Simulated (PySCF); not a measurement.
## Correlation energy of Co (cobalt, neutral)

Starting occupation: [Ar] 3d6 4s2 5s1, 3d3/2 with m_j = +3/2, 3d5/2 with m_j = -3/2, -1/2, +1/2, +3/2, +5/2, 5s1/2 with m_j = +1/2. Calculation: PySCF 2.14, in x2c-TZVPall-2c with one added diffuse shell each of s, p, d type (7s8p5d1f, 63 functions); X2C-1e with screened-nucleus spin-orbit coupling, Gaussian nucleus. Frozen: [Ne]; 17 electrons correlated; the 6 highest virtual spinors left out.

MP2 pair energies summed by pair of shells (mhartree):

```csv
pair,energy,share (%)
3d-3p,-149.00,35.0
3d-3d,-92.92,21.9
3p-3p,-61.61,14.5
3d-4s,-26.19,6.2
4s-4s,-24.16,5.7
3p-3s,-21.99,5.2
3d-3s,-21.25,5.0
3p-4s,-16.91,4.0
4s-5s,-5.38,1.3
3s-3s,-2.87,0.7
3s-4s,-1.16,0.3
3d-5s,-0.99,0.2
3p-5s,-0.68,0.2
3s-5s,-0.05,0.0
```

Total MP2 correlation energy: -425.16 mhartree.

The GHF reference relaxed away from the jj start to a determinant that is no pure jj level (⟨S²⟩ = 8.75, ⟨J²⟩ = 24.76); the energies belong to that determinant.

This basis was not built for core-valence correlation, so the inner-shell part is incomplete.
